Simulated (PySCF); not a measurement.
**Field gradients at the hydrogen positions**

Species: C₇H₉FOSi.
Z-matrix (Å and degrees, GFN2-xTB geometry), rows numbered from 1:
```
C 
C   1  1.3188
C   2  1.5024  1  124.33
C   3  1.4980  2  110.03  1   116.60
C   4  1.3417  3  123.84  2   109.86
F   5  1.3511  4  121.56  3     1.01
C   5  1.4679  4  119.21  3  -179.68
O   7  1.2114  5  125.22  4  -179.52
Si  7  1.9271  5  105.83  4     0.35
C   4  1.4973  3  118.72  2   -68.51
H   1  1.0779  2  121.87  3     0.69
H   1  1.0764  2  121.84  3   179.87
H   2  1.0817  1  120.76  3   179.30
H   3  1.0928  2  109.50  1    -3.76
H   3  1.0927  2  109.23  1  -123.14
H   9  1.4604  7  112.20  5  -115.09
H   9  1.4597  7  112.35  5   116.42
H  10  1.0914  4  109.22  3   -57.31
H  10  1.0920  4  108.87  3    57.51
```

Level: PBE0/pcSseg-1 (PySCF, non-relativistic); Q(2H) = 0.00286 b; rigid geometry, the same for H and D, with no vibrational averaging.

Question: Rank these positions by the coupling χzz of a deuteron there, largest first.
A. H11 (vinylic hydrogen)
B. H13 (vinylic hydrogen)
C. H15 (methylene hydrogen)
D. H19 (methylene hydrogen)
E. H16 (Si–H hydrogen)

Answer: A (225 kHz), B (217 kHz), D (207 kHz), C (199 kHz), E (111 kHz).

Q: Tabulate Vzz, the asymmetry η and χzz = 234.96 MHz × Q × Vzz for every hydrogen position.

A: 
```tsv
atom	bonded to	bond length (Å)	Vzz (au)	η	χzz (kHz)
H11	C1	1.078	0.3349	0.05	225
H12	C1	1.076	0.3378	0.05	227
H13	C2	1.082	0.3231	0.06	217
H14	C3	1.093	0.3009	0.02	202
H15	C3	1.093	0.2965	0.01	199
H16	Si9	1.460	0.1645	0.01	111
H17	Si9	1.460	0.1649	0.01	111
H18	C10	1.091	0.3112	0.04	209
H19	C10	1.092	0.3074	0.04	207
```

Q: Average by the element that carries the hydrogen.

A: on C: 212 kHz over 7 positions, mean bond length 1.086 Å; on Si: 111 kHz over 2 positions, mean bond length 1.460 Å.

Q: How does χzz go with the bond length over the 7 C–H bonds?

A: A straight-line fit has a slope of -14.3 kHz for each 0.01 Å, with a correlation coefficient of -0.97, over lengths from 1.076 to 1.093 Å. The longer bonds have the smaller couplings here.

Q: Give the 2H NMR doublet splittings at H19 for a magnetic field along the z, y and x axes of the gradient: 3χ/2, 3χ(1 + η)/4, 3χ(1 − η)/4.

A: With |χ| = 206.6 kHz and η = 0.036: 310, 161 and 149 kHz, to first order and without motion.

The structure is a single GFN2-xTB conformer in the gas phase; no vibrational or solvent corrections. GFN2-xTB bond lengths can be off by several hundredths of an ångström, more for odd bonds, and the gradients follow them. These gradients aren't converged with respect to the basis.
